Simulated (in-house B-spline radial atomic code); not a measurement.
Ionisation energies along the 49-electron series, configuration [Kr] 4d10 5s2 5p1, as differences of self-consistent energies. Dirac energy differences include first-order Breit, QED and recoil terms. NIST's values go from ground level to ground level; the uncertainty of those that are theory runs from under 0.1 % in few-electron ions to several per cent in heavy many-electron ones. Computed with an all-electron radial atomic-structure program (B-spline basis): Dirac-Hartree-Fock, average of the configuration, finite nuclei.

```
  ion  configuration after  ionisation energy (eV)  IE/(q+1)² (eV)  Breit and QED recoil part (eV)  tabulated value (eV)    tabulated kind  computed minus tabulated (eV)
   In        [Kr] 4d10 5s2                    5.13          5.1311                     -0.00090471              5.786356          measured                          -0.66
  Sn+        [Kr] 4d10 5s2                   13.64          3.4111                      -0.0054327              14.63307          measured                          -0.99
 Sb2+        [Kr] 4d10 5s2                   24.04          2.6706                       -0.010936               25.3235          measured                          -1.29
 Te3+        [Kr] 4d10 5s2                   36.04          2.2526                       -0.017404               37.4155          measured                          -1.37
  I4+        [Kr] 4d10 5s2                   49.53          1.9813                       -0.024895                 51.52          measured                          -1.99
 Xe5+        [Kr] 4d10 5s2                   64.43          1.7896                       -0.033453                66.703          measured                          -2.28
 Cs6+        [Kr] 4d10 5s2                   80.67          1.6464                       -0.043136                  82.9  tabulated theory                          -2.23
 Ba7+        [Kr] 4d10 5s2                   98.23          1.5348                       -0.053989                   101  tabulated theory                          -2.77
 La8+        [Kr] 4d10 5s2                  117.07          1.4454                       -0.066068                   119  tabulated theory                          -1.93
 Ce9+        [Kr] 4d10 5s2                  137.18          1.3718                       -0.079423                   140  tabulated theory                          -2.82
Pr10+        [Kr] 4d10 5s2                  158.54          1.3102                       -0.094104                   162  tabulated theory                          -3.46
```

Where a p, d or f electron is removed, the computed value is a mean over both j, so it misses the tabulated one by a part of the spin-orbit splitting; averaging over terms and missing correlation add to the gap, relatively most at low charge.
